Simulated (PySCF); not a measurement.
# Dipole polarisabilities along group 11

Calculated with PySCF 2.14 for the ground configurations, without spin-orbit coupling: coupled response for Hartree-Fock and DFT. Mean α in bohr³, C₆ of like pairs in atomic units.

```
                                                                             species  α UHF  α PBE  α PBE0  α recommended (Schwerdtfeger and Nagle)  C₆ UHF  C₆ PBE  C₆ PBE0
                                    Cu [Ar] 3d10 4s1 (def2-QZVPPD, non-relativistic)  77.80  44.15   48.85                               46.5 ± 0.5   560.1   282.0    315.6
     Ag [Kr] 4d10 5s1 (def2-QZVPPD with the def2 core potential (28 electrons), ECP)  82.34  47.05   51.52                                   55 ± 8   683.9   372.5    405.9
Au [Xe] 4f14 5d10 6s1 (def2-QZVPPD with the def2 core potential (60 electrons), ECP)  49.57  35.33   36.69                                   36 ± 3   437.5   325.1    333.6
```

Hartree-Fock lacks correlation. All values carry a basis error.
